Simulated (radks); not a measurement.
Results of a calculation; reference values are marked as such.
How relativity changes the ionisation of the cadmium ion Cd2+ ([Kr] 4d10) to Cd3+ ([Kr] 4d9). Spin-unpolarised spherical Kohn-Sham, BLYP, point nucleus unless stated (finite: rms radius 4.6087 fm), a radial shooting solver on a logarithmic mesh with Libxc functionals. A level marked "c x" has the speed of light scaled by that factor and shares open shells by 2j + 1; other Dirac levels either fill j = l - 1/2 first or share by 2j + 1.

[
 {"level": "non-rel.", "E(Cd2+) (hartree)": "-5466.68776", "E(Cd3+) (hartree)": "-5465.27723", "IE (eV)": "38.383", "HOMO": "4d", "<r> HOMO (bohr)": "1.245"},
 {"level": "scalar-rel.", "E(Cd2+) (hartree)": "-5594.27395", "E(Cd3+) (hartree)": "-5592.88126", "IE (eV)": "37.897", "HOMO": "4d", "<r> HOMO (bohr)": "1.256"},
 {"level": "scalar-rel., finite nucleus", "E(Cd2+) (hartree)": "-5594.14764", "E(Cd3+) (hartree)": "-5592.75494", "IE (eV)": "37.897", "HOMO": "4d", "<r> HOMO (bohr)": "1.256"},
 {"level": "Dirac, 2j+1 shares", "E(Cd2+) (hartree)": "-5595.65654", "E(Cd3+) (hartree)": "-5594.26392", "IE (eV)": "37.895", "HOMO": "4d5/2", "<r> HOMO (bohr)": "1.263"},
 {"level": "Dirac, low j first", "E(Cd2+) (hartree)": "-5595.65654", "E(Cd3+) (hartree)": "-5594.27530", "IE (eV)": "37.585", "HOMO": "4d5/2", "<r> HOMO (bohr)": "1.263"},
 {"level": "Dirac, 2j+1 shares, finite nucleus", "E(Cd2+) (hartree)": "-5595.52989", "E(Cd3+) (hartree)": "-5594.13727", "IE (eV)": "37.895", "HOMO": "4d5/2", "<r> HOMO (bohr)": "1.263"},
 {"level": "Dirac, c x 1.5", "E(Cd2+) (hartree)": "-5522.05879", "E(Cd3+) (hartree)": "-5520.65632", "IE (eV)": "38.163", "HOMO": "4d5/2", "<r> HOMO (bohr)": "1.253"},
 {"level": "Dirac, c x 2", "E(Cd2+) (hartree)": "-5497.47306", "E(Cd3+) (hartree)": "-5496.06708", "IE (eV)": "38.259", "HOMO": "4d5/2", "<r> HOMO (bohr)": "1.250"},
 {"level": "Dirac, c x 5", "E(Cd2+) (hartree)": "-5471.55298", "E(Cd3+) (hartree)": "-5470.14318", "IE (eV)": "38.363", "HOMO": "4d5/2", "<r> HOMO (bohr)": "1.246"}
]

NIST Atomic Spectra Database: 37.47 eV (measured). The relativistic part of the total energy of Cd2+ is -128.8 hartree (Dirac, 2j+1 shares, finite nucleus), 2.4 % of the non-relativistic value. Spin polarisation and multiplet splitting of open shells are left out at every level.

Beside tabulated values, note that relativity, absent from the non-relativistic runs, is large for the heavy elements, and spin-unpolarised runs miss the spin-polarisation part of the exchange energy of open shells.
